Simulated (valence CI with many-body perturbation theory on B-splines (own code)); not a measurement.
The numbers below are computed, except where a source is named.
**Assign the levels of Eu¹⁴⁺**

Method: configuration interaction combined with many-body perturbation theory (CI+MBPT): three valence electrons over a frozen Dirac-Fock core [Kr] 4d10, radial functions for each j: 7 s, 7 p, 7 d, 7 f, 4 g, 2 h, with the one-electron correlation potential Σ1 (screened to all orders), the two-electron term Σ2, the three-electron term Σ3, Breit, model QED; selected single and double excitations, second order for the rest, scaled by the run's own slope (own B-spline code, finite nucleus).

No measured spectrum was set against this ion. As an estimate, terms of the open shell hold to a few per cent of their energy, and close levels can change places; configurations with another count of f electrons can be misplaced by thousands of cm⁻¹.

```csv
No.,J,Parity,E (cm⁻¹),g
1,7/2,even,0.0,0.672
2,9/2,odd,2431,0.734
3,9/2,even,2606,0.969
4,11/2,odd,6560,0.966
5,11/2,even,6758,1.130
6,3/2,even,9693,0.410
7,13/2,odd,10794,1.105
8,13/2,even,11358,1.229
9,5/2,even,11455,1.027
11,7/2,even,13957,1.220
12,15/2,odd,15049,1.196
15,11/2,even,21750,1.089
17,5/2,even,22884,0.877
19,9/2,even,24168,1.151
```

Energies count from the lowest level. Strongly mixed levels and levels close to another of their J and parity are left out, so the numbers can have gaps.

(1) Give configuration and LS term of each level.

## Answers

(1) 1: 4f2 5s 4H; 2: 4f3 4I°; 3: 4f2 5s 4H; 4: 4f3 4I°; 5: 4f2 5s 4H; 6: 4f2 5s 4F; 7: 4f3 4I°; 8: 4f2 5s 4H; 9: 4f2 5s 4F; 11: 4f2 5s 4F; 12: 4f3 4I°; 15: 4f2 5s 2H; 17: 4f2 5s 2F; 19: 4f2 5s 2G.
